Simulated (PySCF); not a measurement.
C5H14OSi2.
Z-matrix (Å and degrees, PBE0-D3(BJ)/def2-SVP geometry), rows numbered from 1:
```
Si
C   1  1.8880
C   2  1.5298  1  116.15
C   3  1.5365  2  110.58  1  -174.48
O   4  1.3995  3  114.54  2   176.85
C   5  1.4041  4  115.05  3    74.25
C   6  1.5283  5  113.13  4   -72.27
Si  7  1.8880  6  110.18  5    54.21
H   1  1.4957  2  109.67  3   174.31
H   1  1.4957  2  111.16  3   -65.82
H   1  1.4963  2  110.43  3    54.37
H   2  1.1056  1  107.31  3   124.06
H   2  1.1071  1  106.87  3  -123.14
H   3  1.1063  2  109.58  1   -57.13
H   4  1.1123  3  109.33  2   -58.76
H   4  1.1037  3  109.25  2    57.67
H   6  1.1108  5  109.91  4    51.11
H   6  1.1014  5  105.98  4   166.35
H   7  1.1022  6  110.51  5   178.01
H   7  1.1034  6  109.17  5   -64.52
H   8  1.4955  3  112.64  2   -75.85
H   8  1.5000  3  109.10  2    45.01
```

Computed with PySCF at PBE0/pcSseg-1, non-relativistic, on one gas-phase PBE0-D3(BJ)/def2-SVP geometry that isn't relaxed in the solvent. The solvent is an IEF-PCM continuum (Bondi radii, 1.10 Å for H, scaled by 1.2). The model holds no explicit solvent molecules, cavitation or dispersion.

Gas phase at PBE0/pcSseg-1: HOMO -7.32 eV, LUMO 0.57 eV, dipole 0.79 D.

**Question.** What does the continuum do to the energy, the frontier levels and the dipole at PBE0/pcSseg-1 in acetonitrile?

**Answer.** 
| solvent | ε | E(solvent) − E(gas) (kcal/mol) | polarisation term (kcal/mol) | distortion of the solute (kcal/mol) | HOMO (eV) | LUMO (eV) | dipole (D) |
| --- | --- | --- | --- | --- | --- | --- | --- |
| acetonitrile | 35.69 | -3.08 | -3.48 | 0.40 | -7.25 | 0.73 | 1.09 |

The polarisation term is half the interaction of the solute with the surface charges that it induces; the rest is the cost of distorting the solute's density. The sum is the electrostatic part of solvation alone.

**Question.** Which Hirshfeld charges (PBE0/pcSseg-1) respond most in acetonitrile (means over atoms taken as equivalent)?

**Answer.** 
```tsv
atoms	environment	gas (e)	solvent (e)	change
O5	cyclic ether oxygen	-0.144	-0.162	-0.018
H17	methylene hydrogen	+0.030	+0.036	+0.006
H15	methylene hydrogen	+0.028	+0.034	+0.006
H19	methylene hydrogen	+0.044	+0.050	+0.006
H13	methylene hydrogen	+0.039	+0.045	+0.006
H12	methylene hydrogen	+0.038	+0.043	+0.005
H21	Si–H hydrogen	-0.078	-0.083	-0.005
H9/H10/H11	Si–H hydrogen	-0.078	-0.081	-0.003
```

**Question.** Which Mayer bond orders change most in acetonitrile?

**Answer.** 
```json
{"bond": "O5–C6", "length (Å)": "1.404", "gas": "0.936", "solvent": "0.925", "change": "-0.011"}
{"bond": "C4–O5", "length (Å)": "1.399", "gas": "0.944", "solvent": "0.933", "change": "-0.011"}
{"bond": "Si1–C2", "length (Å)": "1.888", "gas": "0.919", "solvent": "0.928", "change": "+0.009"}
{"bond": "C7–Si8", "length (Å)": "1.888", "gas": "0.912", "solvent": "0.918", "change": "+0.006"}
{"bond": "C6–C7", "length (Å)": "1.528", "gas": "1.023", "solvent": "1.028", "change": "+0.005"}
{"bond": "Si8–H21", "length (Å)": "1.495", "gas": "0.955", "solvent": "0.950", "change": "-0.005"}
{"bond": "Si8–C3", "length (Å)": "1.900", "gas": "0.866", "solvent": "0.870", "change": "+0.004"}
{"bond": "C7–H19", "length (Å)": "1.102", "gas": "0.943", "solvent": "0.939", "change": "-0.004"}
```
